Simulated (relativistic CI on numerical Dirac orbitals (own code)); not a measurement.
# d7 in a ligand field

Computed with a parametric ligand-field model of a d^n configuration (Racah B and C, spin-orbit zeta, crystal field), exact diagonalisation.

Field parameters in Wybourne normalisation: Oh B⁴₀ = 21Dq, B⁴₄ = √(5/14) B⁴₀. The field is a parameter set, without covalency.

B = 760 cm⁻¹, C = 3030 cm⁻¹ (C/B = 3.99), Oh, no spin-orbit coupling. Tanabe-Sugano data, E/B above the lowest term (Δ = |10Dq|; b, c mark the second and third term of a kind):

```
 Δ/B    4T1    4T2     4A2  4T1(b)     2E    2T1    2T2  2T1(b)
 1.0   0.00   0.81    1.81   15.62  16.27  16.54  16.34   21.17
 3.0   0.00   2.49    5.49   16.97  15.43  17.13  16.92   21.55
 5.0   0.00   4.22    9.22   18.44  13.82  17.30  17.28   21.89
 7.0   0.00   6.00   13.00   20.00  12.01  17.31  17.47   22.17
 9.0   0.00   7.82   16.82   21.63  10.12  17.27  17.58   22.40
11.0   0.00   9.66   20.66   23.32   8.20  17.21  17.63   22.59
13.0   0.00  11.53   24.53   25.06   6.26  17.14  17.65   22.75
15.0   0.00  13.42   28.42   26.83   4.30  17.07  17.65   22.88
17.0   0.00  15.32   32.32   28.64   2.34  17.01  17.65   22.99
19.0   0.00  17.23   36.23   30.46   0.37  16.95  17.64   23.08
21.0   1.60  20.76   41.76   33.91   0.00  18.50  19.23   24.76
23.0   3.58  24.66   47.66   37.75   0.00  20.43  21.19   26.80
25.0   5.55  28.58   53.58   41.61   0.00  22.36  23.15   28.84
27.0   7.53  32.51   59.51   45.48   0.00  24.30  25.11   30.87
29.0   9.51  36.44   65.44   49.36   0.00  26.24  27.08   32.89
31.0  11.50  40.38   71.38   53.26   0.00  28.19  29.05   34.92
33.0  13.48  44.32   77.32   57.16   0.00  30.14  31.02   36.93
35.0  15.47  48.27   83.27   61.07   0.00  32.10  32.99   38.95
37.0  17.45  52.22   89.22   64.99   0.00  34.06  34.96   40.96
39.0  19.44  56.18   95.18   68.92   0.00  36.02  36.94   42.98
41.0  21.43  60.14  101.14   72.85   0.00  37.99  38.91   44.99
43.0  23.42  64.10  107.10   76.78   0.00  39.95  40.89   46.99
45.0  25.41  68.06  113.06   80.72   0.00  41.92  42.87   49.00
47.0  27.40  72.03  119.03   84.67   0.00  43.89  44.85   51.01
```

The ground term changes from 4T1 to 2E between Δ/B = 19.0 and 21.0.
